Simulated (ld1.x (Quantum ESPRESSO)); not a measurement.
# tungsten: excitation energies, all-electron against TM

ld1.x (Quantum ESPRESSO) 7.5 input, shortened:

```
&input
   title='W', zed=74., rel=1, dft='PBE', iswitch=3,
   config='[Xe] 4f14 5d4 6s2 6p0'
 /
 &inputp
   pseudotype=2, tm=.true., lloc=-1, rcloc=1.25,
   nlcc=.true., new_core_ps=.true.
 /
3
6S  1  0   2.00   0.00  2.30  2.30  0.0
6P  2  1   0.00   0.00  4.00  4.00  0.0
5D  3  2   4.00   0.00  1.50  1.50  0.0
 &test
   configts(1)='5d4 6s2 6p0'
 /
```

Energies are relative to the spin-unpolarised reference configuration 5d4 6s2 6p0; without spin polarisation the order of configurations can differ from experiment.

```tsv
valence configuration	charge	ΔE all-electron (eV)	error AE − PS (meV)
5d4 6s1 6p0	+1	8.883	-8.6
5d4 6s0 6p0	+2	24.563	-47
5d3 6s0 6p0	+3	49.945	-132
5d5 6s0 6p0	+1	9.692	-104
5d4.5 6s1.5 6p0	0	0.695	-12
5d2 6s0 6p0	+4	87.156	-579
```

(1) What are ΔE and the potential's error for 5d4 6s1 6p1?

Levels in the configuration 5d3 6s0 6p0:

```json
{"level": "5d", "all-electron (eV)": "-31.108", "pseudo (eV)": "-31.328"}
```

Note: ghost states, extra bound levels that the all-electron valence spectrum of the same l lacks: s at -218.1 eV, p at -103.3 eV. A true bound ghost makes a file unfit for plane-wave use.

## Answers

(1) ΔE = 4.495 eV all-electron; the error (AE − PS) is -1.0 meV.

These tests converged, but a pseudo level misses the all-electron one widely, so the file describes the atom poorly there or has found another state: 5d4 6s0 6p0: empty 6p by 2.2 eV (a node warning on the way); 5d3 6s0 6p0: empty 6s by 4.4 eV; 5d2 6s0 6p0: empty 6s by 9.6 eV.
